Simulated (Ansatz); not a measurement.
C2H5BClF (SMILES BC(F)CCl): the energy to break a bond

C2H5BClF has 10 atoms, charge 0, and is taken as a singlet. SMILES: `BC(F)CCl`. Geometry: optimised at PBE0/def2-SVP. This is one conformer, not always the lowest.

```xyz
10

B    -1.3119   -0.7164   -0.2761
C     0.1750   -0.4892    0.1419
F     0.5221   -1.0692    1.3400
C     0.6660    0.9398    0.0980
Cl    2.4445    1.0571    0.2209
H    -2.0048   -1.4994    0.3225
H    -1.7256   -0.1605   -1.2653
H     0.7022   -1.0458   -0.6738
H     0.2507    1.5143    0.9378
H     0.3649    1.4184   -0.8433
```

Wanted: the dissociation energy of the C2–B1 bond into doublet C2H3ClF and doublet BH2 (shapes relaxed at PBE0/def2-SVP, no zero-point term). 1 Eh = 2625.50 kJ/mol = 27.2114 eV. Totals in Eh; open shells run unrestricted unless said.

| level | program | C2H5BClF | doublet C2H3ClF | doublet BH2 |
| --- | --- | --- | --- | --- |
| PBE/def2-SVP | Ansatz | -663.332822 | -637.323526 | -25.852371 |
| B3LYP/def2-SVP | Ansatz | -663.793190 | -637.724895 | -25.914536 |

Q: Work out the dissociation energy at each level.

A: 
1. PBE/def2-SVP: (-637.323526) + (-25.852371) − (-663.332822) = 0.156925 Eh = 412.0 kJ/mol = 4.27 eV.
2. B3LYP/def2-SVP: (-637.724895) + (-25.914536) − (-663.793190) = 0.153759 Eh = 403.7 kJ/mol = 4.18 eV.

The levels span 404 to 412 kJ/mol; no measured value is set beside them. A bond enthalpy at 298 K also holds the loss of zero-point energy and thermal terms.
